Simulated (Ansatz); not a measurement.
Ansatz (a quantum-chemistry and plane-wave program) input:

Ansatz 0.2 input:
```yaml
crystal:
  periodic: [false, false, false]
  atoms:
    - {symbol: Sn, position_ang: [-0.03671029, 0.03918510, -0.01708420]}
    - {symbol: H, position_ang: [0.48868748, -1.34950674, -1.04798386]}
    - {symbol: H, position_ang: [-0.31208782, -1.02448347, 1.41819917]}
    - {symbol: H, position_ang: [1.65891466, 0.41473540, 0.48399458]}
basis:
  gaussian:
    orbitals: def2-SVPD
total_charge: -1
magnetization: {spin_polarized: false}
correlation: {method: ccsd_t, electrons: outside_noble_gas}
output: {forces: true}
```

**Question.** Predict the final energy.

**Answer.** -215.21092 Eh (CCSD(T)/def2-SVPD). The basis has 56 functions.

Whether it binds its extra electron was not tested at this geometry.
